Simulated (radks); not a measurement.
Sr4+, configuration [Ar] 3d10 4s1 4p4 5s1 (not the ground configuration). Method: scalar-relativistic Kohn-Sham, LDA (Slater exchange, Perdew-Wang correlation), spin-polarised, spherical densities, point nucleus; open shells are filled with parallel spins first (spin-orbit coupling, left out, can overturn this in heavy ions); computed with a radial shooting solver on a logarithmic mesh with Libxc functionals.

Unscreened Slater integrals over Kohn-Sham orbitals (eV). They are taken over the spin-up orbitals.

| integral | value |
|---|---|
| F0(5s,5s) | 8.8528 |
| F0(5s,4p) | 10.765 |
| G1(5s,4p) | 1.0540 |
| F0(5s,4s) | 10.937 |
| G0(5s,4s) | 0.70484 |
| F0(5s,3d) | 12.029 |
| G2(5s,3d) | 0.44544 |
| F0(4p,4p) | 17.441 |
| F2(4p,4p) | 9.2643 |
| F0(4p,4s) | 18.246 |
| G1(4p,4s) | 12.420 |
| F0(4p,3d) | 22.440 |
| F2(4p,3d) | 5.3137 |
| G1(4p,3d) | 1.7969 |
| G3(4p,3d) | 1.7113 |
| F0(4s,4s) | 19.200 |
| F0(4s,3d) | 24.321 |
| G2(4s,3d) | 2.1662 |
| F0(3d,3d) | 50.073 |
| F2(3d,3d) | 24.315 |
| F4(3d,3d) | 15.370 |

Derived for the open shells (J is the average intra-shell exchange parameter used in DFT+U). 4p: J = F2/5 = 1.853 eV.
